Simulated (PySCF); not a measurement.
Species: C7H9FN (doublet state).
Atom-mapped SMILES: `[CH3:1][C:2]1=[C:3]([F:4])[CH:5]=[C:6]([NH2:7])[CH2:8][CH:9]1` (hydrogens: H10, H11, H12 on C1; H13 on C5; H14, H15 on N7; H16, H17 on C8; H18 on C9)

Structure used (GFN2-xTB), in Å, numbered top down from 1:
```
atom  x, y, z in Å
C1     2.7287   -0.4885   -0.0426
C2     1.2527   -0.2262   -0.0371
C3     0.7583    0.8825    0.6779
F4     1.6337    1.6813    1.3426
C5    -0.6003    1.1973    0.7423
C6    -1.5192    0.4217    0.0952
N7    -2.8597    0.7398    0.0680
C8    -1.1093   -0.7809   -0.6985
C9     0.3669   -1.0185   -0.6927
H10    3.2623    0.3804   -0.4252
H11    3.0813   -0.6702    0.9721
H12    2.9650   -1.3515   -0.6590
H13   -0.9085    2.0634    1.3085
H14   -3.5016   -0.0125   -0.1240
H15   -3.1780    1.4029    0.7564
H16   -1.6301   -1.6726   -0.3096
H17   -1.4639   -0.6671   -1.7355
H18    0.7130   -1.8750   -1.2505
```

The hyperfine couplings belong to this conformer and change with its torsions.

Method used: PySCF 2.14.0, UKS B3LYP, pcH-1 on C F H N, non-relativistic, mean-field spin-orbit, GIAO. Isolated species at its GFN2-xTB geometry, gas phase. Couplings are sensitive to structure, and on GFN2-xTB geometries they can be far from those on DFT ones. Stability of the SCF solution: not tested. ⟨S²⟩ is 0.779 where a pure state has 0.75.

(1) Match the computed a_iso(13C) values +53.8, +36.1, -36.0, -33.4, -31.3, +28.8, +4.1 MHz with the sites C1; C2; C3; C5; C6; C8; C9.

(2) Match the computed a_iso(1H) values +125.1, -27.8, -8.9, +7.3, +2.3 MHz (means over equivalent nuclei) with the sites H10/H11/H12; H13; H14/H15; H16/H17; H18.

Results:

(1) 
```csv
site,a_iso (MHz),ρ(0) (bohr⁻³),position,distance from C3 (Å),spin population,largest |T| (MHz)
C1,+4.1,+0.0037,2 bonds from C3,2.51,+0.01,0.9
C2,-36.0,-0.0320,1 bond from C9,1.41,-0.18,20.6
C3,+53.8,+0.0479,largest spin population,0.00,+0.48,90.7
C5,-33.4,-0.0297,1 bond from C6,1.40,-0.16,18.2
C6,+28.8,+0.0256,a main spin site,2.40,+0.32,56.3
C8,-31.3,-0.0278,1 bond from C9,2.85,-0.07,0.7
C9,+36.1,+0.0321,a main spin site,2.38,+0.43,65.2
```

(2) 
```json
{"site": "H10/H11/H12", "a_iso (MHz)": "-8.9", "ρ(0) (bohr⁻³)": "-0.0020", "position": "3 bonds from C3", "distance from C3 (Å)": "3.00", "bound to": "C1", "spin population there": "+0.01", "largest |T| (MHz)": "2.7"}
{"site": "H13", "a_iso (MHz)": "+7.3", "ρ(0) (bohr⁻³)": "+0.0016", "position": "2 bonds from C6, on C5 of spin population -0.16", "distance from C3 (Å)": "2.14", "bound to": "C5", "spin population there": "-0.16", "largest |T| (MHz)": "4.0"}
{"site": "H14/H15", "a_iso (MHz)": "+2.3", "ρ(0) (bohr⁻³)": "+0.0005", "position": "2 bonds from C6", "distance from C3 (Å)": "4.20", "bound to": "N7", "spin population there": "+0.07", "largest |T| (MHz)": "7.0"}
{"site": "H16/H17", "a_iso (MHz)": "+125.1", "ρ(0) (bohr⁻³)": "+0.0280", "position": "2 bonds from C9", "distance from C3 (Å)": "3.63", "bound to": "C8", "spin population there": "-0.07", "largest |T| (MHz)": "3.2"}
{"site": "H18", "a_iso (MHz)": "-27.8", "ρ(0) (bohr⁻³)": "-0.0062", "position": "1 bond from C9", "distance from C3 (Å)": "3.37", "bound to": "C9", "spin population there": "+0.43", "largest |T| (MHz)": "16.7"}
```

ρ(0) is the spin density at the nucleus and T the dipolar tensor; entries for several nuclei are means. The Mulliken spin populations are largest on C3 (+0.48), C9 (+0.43), C6 (+0.32) and C2 (-0.18). Three atoms exceed +0.15. The positive populations add up to 1.46 and the negative ones to -0.46, together 2S = 1. Main spin sites, with 60 % or more of the largest population: C3, C6, C9; positions count bonds from the nearest.

Class means assume fast exchange of nuclei equivalent by connectivity; if that motion is slow, each nucleus keeps its own coupling. The three 1H nuclei of mean -8.9 MHz run from -12.9 to -1.7 MHz in the frozen geometry. The 1H value of +2.3 MHz is a mean of couplings from -0.6 to 5.3 MHz in this one geometry, not an average over conformers.

The SMILES `CC1=C(F)C=C(N)C[CH]1` draws the unpaired electron on C9, whose computed spin population is only +0.43.
